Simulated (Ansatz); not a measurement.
Consider the ligand exchange at a B–Br bond: `ClB(Br)Br` + HCl → `ClB(Cl)Br` + HBr.

Isolated molecules relaxed with PBE0-D4/def2-TZVP in Ansatz; ΔE leaves out vibrations. CCSD(T)/CBS is the MP2 limit (def2-TZVPP, def2-QZVPP) plus CCSD(T) − MP2 in def2-TZVPP, frozen cores. This one scheme is used for every species. DFT in def2-TZVPP. For Br outer-core shells are correlated without core-valence functions, which leaves a few kJ/mol of doubt a bond. Scalar relativity is left out up to krypton.

`ClB(Br)Br`:

```xyz
4

Cl   -1.010    1.083    0.978
B    -0.024    0.026    0.023
Br   -0.603   -1.746   -0.337
Br    1.637    0.638   -0.664
```

HCl:

Cartesian coordinates in Å:
```
Cl -0.248 -0.252 0.533
H 0.248 0.252 -0.533
```

`ClB(Cl)Br`:

```xyz
4

Cl   -1.002   -0.836    1.176
B     0.017   -0.016    0.036
Cl    1.711    0.169    0.357
Br   -0.726    0.683   -1.569
```

HBr:

```xyz
2

Br    0.016    0.310   -0.639
H    -0.016   -0.310    0.639
```

| level | ΔE (kJ/mol) | difference from CCSD(T)/CBS |
| --- | --- | --- |
| LDA (SPW92) | -12.4 | -5.6 |
| ωB97X-V | -12.1 | -5.3 |
| B2PLYP | -11.2 | -4.4 |
| BLYP | -13.8 | -7.0 |
| CAM-B3LYP | -14.7 | -7.9 |
| HF/def2-SVP | -21.5 | -14.7 |
| CCSD/def2-SVP | -20.7 | -13.9 |
| MP2/def2-TZVPP | -6.4 | 0.4 |
| CCSD/def2-TZVPP | -9.1 | -2.3 |
| MP2/CBS(def2) | -4.6 | 2.2 |
| CCSD(T)/CBS | -6.8 | 0 |

Largest T1 diagnostic among the species: 0.010.

At CCSD(T), def2-SVP lies −13.2 kJ/mol from the extrapolated value and def2-TZVPP −1.8 kJ/mol. Leaving LDA and LC-ωPBE aside and taking each functional with its dispersion term where it has one, the values, not all of them listed here, spread over 4.8 kJ/mol, from B97M-V to PBE-QIDH.
